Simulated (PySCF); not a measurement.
Correlation energy of I (iodine, neutral)

[Kr] 4d10 5s2 5p5, 2P determinant. Calculation: PySCF 2.14, in x2c-SVPall (6s5p3d, 36 functions); the spin-free X2C one-electron Hamiltonian (Gaussian nucleus). Frozen: [Kr] 4d10; 7 electrons correlated.

MP2 pair energies summed by pair of shells (mhartree):

| pair | energy | share (%) |
| --- | --- | --- |
| 5p-5p | -51.76 | 68.8 |
| 5s-5p | -19.45 | 25.9 |
| 5s-5s | -4.00 | 5.3 |

Total MP2 correlation energy: -75.21 mhartree.

Same-spin part -19.46 and opposite-spin part -55.75 mhartree; SCS-MP2 scales them by 1/3 and 6/5 to -73.39 mhartree.

```tsv
level	correlation energy (mhartree)
CCSD	-87.54
(T)	-0.75
CCSD(T)	-88.29
```

Diagnostics: T1 = 0.0060, D1 = 0.0188, largest double amplitude 0.052.

Problem. Is a single reference adequate?

Solution. Yes, within this model without spin-orbit coupling: T1 lies below 0.03 and no double amplitude reaches 0.07.
